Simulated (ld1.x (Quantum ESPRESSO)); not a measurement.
Reading a pseudo-wave (silicon (Si))

Columns: radius, all-electron u(r) and pseudo u(r) of the 3s shell (level -14.80 eV) of silicon in the configuration [Ne] 3s2 3p1.5; LDA (PZ), scalar-relativistic, TM scheme, ld1.x (Quantum ESPRESSO) 7.5.

```json
{"r (bohr)": "0.093", "all-electron": "0.1436", "pseudo": "0.0249"}
{"r (bohr)": "0.185", "all-electron": "-0.0975", "pseudo": "0.0504"}
{"r (bohr)": "0.278", "all-electron": "-0.2860", "pseudo": "0.0779"}
{"r (bohr)": "0.370", "all-electron": "-0.3523", "pseudo": "0.1077"}
{"r (bohr)": "0.463", "all-electron": "-0.3217", "pseudo": "0.1414"}
{"r (bohr)": "0.555", "all-electron": "-0.2306", "pseudo": "0.1791"}
{"r (bohr)": "0.648", "all-electron": "-0.1063", "pseudo": "0.2224"}
{"r (bohr)": "0.740", "all-electron": "0.0279", "pseudo": "0.2710"}
{"r (bohr)": "0.833", "all-electron": "0.1618", "pseudo": "0.3259"}
{"r (bohr)": "0.925", "all-electron": "0.2846", "pseudo": "0.3851"}
{"r (bohr)": "1.018", "all-electron": "0.3948", "pseudo": "0.4483"}
{"r (bohr)": "1.110", "all-electron": "0.4881", "pseudo": "0.5115"}
{"r (bohr)": "1.203", "all-electron": "0.5662", "pseudo": "0.5729"}
{"r (bohr)": "1.295", "all-electron": "0.6280", "pseudo": "0.6276"}
{"r (bohr)": "1.388", "all-electron": "0.6759", "pseudo": "0.6739"}
{"r (bohr)": "1.480", "all-electron": "0.7102", "pseudo": "0.7088"}
{"r (bohr)": "1.573", "all-electron": "0.7331", "pseudo": "0.7326"}
{"r (bohr)": "1.665", "all-electron": "0.7457", "pseudo": "0.7456"}
{"r (bohr)": "1.758", "all-electron": "0.7495", "pseudo": "0.7495"}
{"r (bohr)": "1.850", "all-electron": "0.7459", "pseudo": "0.7459"}
{"r (bohr)": "1.943", "all-electron": "0.7361", "pseudo": "0.7361"}
{"r (bohr)": "2.035", "all-electron": "0.7213", "pseudo": "0.7213"}
{"r (bohr)": "2.128", "all-electron": "0.7023", "pseudo": "0.7023"}
{"r (bohr)": "2.220", "all-electron": "0.6803", "pseudo": "0.6803"}
{"r (bohr)": "2.313", "all-electron": "0.6557", "pseudo": "0.6557"}
{"r (bohr)": "2.405", "all-electron": "0.6295", "pseudo": "0.6295"}
```

Q: How many radial nodes do the two functions have?

A: The all-electron 3s function has n − l − 1 = 2; the pseudo-wave has 0, since the states of the same l below it are removed with the core.

Q: At about which radius was the pseudo-wave matched?

A: 1.85 bohr. The columns agree to 0.0005 from 1.57 bohr on; several derivatives are matched, so the curves merge somewhat inside the radius.

Q: Where does each function peak?

A: Outermost all-electron maximum near 1.76 bohr, pseudo maximum near 1.76 bohr (to the table’s step).

Q: Is the pseudo-wave norm-conserving?

A: Yes: the TM scheme keeps the norm inside the radius equal to the all-electron one, which fixes the energy derivative of the logarithmic derivative at the level.
